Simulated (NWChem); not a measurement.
# BaO; SMILES [O]=[Ba]

```xyz
2

Ba     0.0000     0.0000    -0.2364
O      0.0000     0.0000     1.8128
```
Atoms are numbered in this order, from 1.

Program: NWChem. Geometry: optimised at PBE0/def2-SVP. def2 effective core potentials on Ba; no spin-orbit coupling. Ions are spin-unrestricted doublets at the neutral geometry; other ion states weren't tried.

For level B3LYP/def2-SVP:

```
Quantity                               Result
-------------------------------------  ------
vertical ionisation energy, ΔSCF (eV)    6.99
−ε(HOMO) (eV)                            4.42
```

Question: How do the values read with level PBE/def2-SVP instead?

Answer: 
* **vertical ionisation energy, ΔSCF (eV)**: 7.36
* **−ε(HOMO) (eV)**: 3.57
